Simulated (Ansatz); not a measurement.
Gas-phase electronic energies from Ansatz, PBE0-D4/def2-TZVP geometries. CCSD(T)/CBS is the MP2 limit (def2-TZVPP, def2-QZVPP) plus CCSD(T) − MP2 in def2-TZVPP, frozen cores. One conformer a species, not always the lowest.

Reaction (isomerisation): `N=C([SiH3])CS` → `C[SiH]1NCS1`

`N=C([SiH3])CS`:

Cartesian coordinates in Å:
```
N 0.971 -1.173 0.747
C 0.350 -0.301 0.071
Si 1.394 0.847 -1.023
C -1.151 -0.096 0.059
S -2.105 -1.143 1.178
H 0.302 -1.735 1.293
H 1.204 2.252 -0.568
H 0.903 0.761 -2.427
H 2.818 0.458 -0.942
H -1.386 0.956 0.243
H -1.531 -0.315 -0.944
H -1.768 -0.511 2.314
```

`C[SiH]1NCS1`:

Z-matrix (Å, degrees):
```
C
Si 1 1.855
H 1 1.091 2 111.0
H 1 1.094 2 110.3 3 -120.6
H 1 1.095 2 110.3 3 120.7
N 2 1.722 1 117.4 3 -47.8
S 2 2.140 1 117.6 3 47.9
H 2 1.494 1 107.4 3 179.6
C 6 1.453 2 100.7 1 123.7
H 6 1.006 2 131.3 1 -92.7
H 9 1.094 6 113.5 2 -124.8
H 9 1.094 6 113.9 2 109.2
```

```tsv
level	ΔE (kJ/mol)
SCS-MP2/def2-TZVPP	-198.6
CCSD/def2-TZVPP	-196.0
```

Q: What does CCSD(T)/CBS give? (Estimate.)

A: Computed: -201.9 kJ/mol. The listed levels differ from it by 3.3, 5.9 kJ/mol.

Largest T1 diagnostic among the species: 0.012.

From PBE to PBE0 (25 % exact exchange), in def2-TZVPP and without D4, ΔE moves by −17.0 kJ/mol.

CCSD(T)/CBS has its own doubt, a few kJ/mol and more with outer-core shells, so smaller differences from it don't rank the levels.
